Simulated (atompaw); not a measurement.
# Logarithmic derivatives: Ag (Z = 47), PAW (atompaw)

Ag (Z = 47), PAW, made with atompaw 4.2.0.5 (LDA (PW92), scalar-relativistic). Core [Kr], reference 4d10 5s1 5p0. Waves: 5s (bound): rc 2.40 bohr; 5s channel at 0.1 Ry: rc 2.40 bohr; 5p (bound, empty): rc 2.40 bohr; 5p channel at 0.75 Ry: rc 2.40 bohr; 4d (bound): rc 0.40 bohr; 4d channel at 2.95 Ry: rc 2.40 bohr. Local part: bessel scheme, radius 1.70 bohr. Core correction: smooth core density matched at 1.35 bohr. Augmentation charge: sinc compensation charge, radius 2.00 bohr; PAW radius 2.40 bohr; waves and projectors: custom polynom vanderbiltortho.

The phase is arctan(r·u′/u) with u = r·R(r), unwrapped; energies in Ry, scanned from -3 to 5 Ry. A pole is an energy at which the radial function vanishes at the test radius. The pseudo phase is shifted by a multiple of π to meet the all-electron one at the reference energy, and phase errors are pseudo minus all-electron; the curves can meet again beyond the range given. Levels narrower than the energy grid can be missing from the lists of poles.

| channel | radius (bohr) | reference energy (Ry) | poles, all-electron | poles, pseudo | unbroken range about the reference energy with phases within 0.05 rad | phase error 1 Ry above the reference energy (rad) |
| --- | --- | --- | --- | --- | --- | --- |
| s | 2.42 | -0.35 | 2.49 | 2.50 | the whole range | +0.000 |
| p | 2.42 | -0.06 | 3.89 | -2.30, 3.98 | above -2.2 | +0.000 |
| d | 2.42 | -0.56 | -0.24 | -0.25 | the whole range | -0.007 |

A Bessel basis up to 400 Ry misses an occupied level by 0.06 Ry, so cutoffs were not judged. Note: ghost state, extra bound levels that the all-electron valence spectrum of the same l lacks: s at -59.6 eV (other channels not judged). The 4d radius (0.40 bohr) lies inside the outermost node of the all-electron wave (0.43 bohr), which a nodeless pseudo-wave cannot match soundly.

Phases in the p channel:

| E (Ry) | all-electron | pseudo |
| --- | --- | --- |
| -3.00 | 1.335 | 4.452 |
| -2.76 | 1.321 | 4.434 |
| -2.52 | 1.307 | 4.402 |
| -2.28 | 1.292 | 1.516 |
| -2.04 | 1.274 | 1.294 |
| -1.80 | 1.253 | 1.262 |
| -1.56 | 1.229 | 1.233 |
| -1.32 | 1.200 | 1.202 |
| -1.08 | 1.164 | 1.165 |
| -0.84 | 1.118 | 1.119 |
| -0.60 | 1.058 | 1.059 |
| -0.36 | 0.977 | 0.977 |
| -0.12 | 0.860 | 0.860 |
| 0.12 | 0.684 | 0.684 |
| 0.36 | 0.413 | 0.413 |
| 0.60 | 0.024 | 0.024 |
| 0.84 | -0.411 | -0.411 |
| 1.08 | -0.762 | -0.762 |
| 1.32 | -0.997 | -0.996 |
| 1.56 | -1.150 | -1.149 |
| 1.80 | -1.254 | -1.253 |
| 2.04 | -1.329 | -1.327 |
| 2.28 | -1.384 | -1.382 |
| 2.52 | -1.428 | -1.425 |
| 2.76 | -1.463 | -1.460 |
| 3.00 | -1.492 | -1.489 |
| 3.24 | -1.517 | -1.513 |
| 3.48 | -1.538 | -1.534 |
| 3.72 | -1.558 | -1.552 |
| 3.96 | -1.576 | -1.569 |
| 4.20 | -1.592 | -1.585 |
| 4.44 | -1.608 | -1.599 |
| 4.68 | -1.623 | -1.613 |
| 4.92 | -1.639 | -1.626 |
